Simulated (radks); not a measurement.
Q: Excited configurations of Cd I: one electron is placed in a higher orbital outside [Kr] 4d10 5s1. The ground configuration is [Kr] 4d10 5s2. Method: Dirac Kohn-Sham, LDA (Slater exchange, Perdew-Wang correlation), spin-unpolarised, spherical densities, point nucleus; open shells are shared between the two j in proportion to 2j + 1; computed with a radial shooting solver on a logarithmic mesh with Libxc functionals. Excitation = E - E(ground); binding = E(ion) - E, where the ion is the core of charge +1; n* = 1/sqrt(2 binding) in atomic units, and the quantum defect is n - n*. Eigenvalue and <r> are those of j = l + 1/2.

outer orbital  excitation (eV)  binding (eV)     n*  quantum defect  eigenvalue (eV)  <r> (bohr)
4f                       8.710         0.913  3.861           0.139           -0.440       17.48
5p                       4.781         4.842  1.676           3.324           -2.184       4.139
5d                       7.976         1.647  2.874           2.126           -0.718       9.730
5f                       8.994         0.629  4.649           0.351           -0.369       29.63
6s                       6.956         2.667  2.259           3.741           -1.556       8.073
6f                       9.168         0.455  5.467           0.533           -0.289       44.41
7s                       8.250         1.373  3.148           3.852           -0.849       15.94
7d                       8.938         0.685  4.457           2.543           -0.422       30.15

Estimate the row for 6p.

A: excitation (eV) 7.741; binding (eV) 1.882; n* 2.689; quantum defect 3.311; eigenvalue (eV) -1.054; <r> (bohr) 10.68. The Delta-SCF ionisation energy is 9.623 eV (NIST Atomic Spectra Database: 8.994 eV, measured). Self-interaction in the functional shifts the binding energies and quantum defects, so they are the method's values and not measured ones. Spin polarisation and multiplet splitting are left out, so open shells lie too high by an amount that depends on their filling.

Beside tabulated values, note that spin-unpolarised runs miss the spin-polarisation part of the exchange energy of open shells.
